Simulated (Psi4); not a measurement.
A dimer, H4Ge ··· H2Se (SMILES [GeH4] and [SeH2]); the first 5 atoms form monomer A.

```
8

Ge     0.0000     0.0000     0.0000
H     -0.8434    -0.6033    -1.1330
H      0.1849     1.5049    -0.2449
H      1.3740    -0.6854     0.0362
H     -0.7155    -0.2163     1.3417
Se    -1.0325     5.2633     0.1946
H     -1.7656     6.4549     0.6469
H     -1.8414     4.3953     1.0632
```

What interaction energy does Psi4 with SAPT0/jun-cc-pVDZ, frozen core give, and which attractive term is the largest?

Total -0.94 kJ/mol: electrostatics -0.17, exchange 0.31, induction -0.05, dispersion -1.03. The most attractive term is dispersion.
